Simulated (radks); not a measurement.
Neutral iron inside a hard spherical wall (all orbitals vanish at R), configuration held at [Ar] 3d6 4s2 and not refilled when levels cross. Calculated with a radial shooting solver on a logarithmic mesh with Libxc functionals: scalar-relativistic Kohn-Sham, PBE, spin-polarised, spherical densities, point nucleus; open shells are filled with parallel spins first. Eigenvalues in eV for spin up, with the zero of energy where the potential of the charges vanishes at infinity; a dash marks a level that is unbound or too diffuse for the functional's potential to be trusted. A positive occupied level is held by the wall or, in an anion where self-interaction has pushed it up, behind a barrier. The pressure on the wall is -dE/dV.

| R (bohr) | E (hartree) | kinetic (hartree) | e(3s) | e(3p) | e(3d) | e(4s) | e(4p, empty) | e(5s, empty) | pressure (GPa) |
|---|---|---|---|---|---|---|---|---|---|
| free | -1272.58556 | 1287.818 | -95.558 | -61.562 | -8.891 | -5.630 | -1.457 | - | 0 |
| 15 | -1272.58556 | 1287.818 | -95.558 | -61.562 | -8.891 | -5.630 | -1.454 | 0.268 | < 0.0001 |
| 12 | -1272.58553 | 1287.819 | -95.554 | -61.558 | -8.888 | -5.627 | -1.433 | 0.728 | 0.000582 |
| 10 | -1272.58523 | 1287.822 | -95.527 | -61.532 | -8.862 | -5.606 | -1.357 | 1.560 | 0.00886 |
| 7 | -1272.57526 | 1287.889 | -95.087 | -61.091 | -8.432 | -5.218 | -0.553 | 6.205 | 0.560 |
| 6 | -1272.55336 | 1288.005 | -94.479 | -60.484 | -7.848 | -4.620 | 0.462 | 10.711 | 2.40 |
| 5 | -1272.48270 | 1288.319 | -93.138 | -59.151 | -6.575 | -3.109 | 2.765 | 19.731 | 11.4 |
| 3.5 | -1271.90295 | 1290.416 | -87.038 | -53.151 | -0.766 | 6.016 | 14.882 | 60.084 | 180 |
| 3 | -1271.18023 | 1292.805 | -82.065 | -48.294 | 4.184 | 15.653 | 26.666 | 94.928 | 556 |
| 1.5 | -1245.63103 | 1368.310 | -8.847 | 27.825 | 88.641 | 248.37 | 268.29 | 661.09 | 74400 |
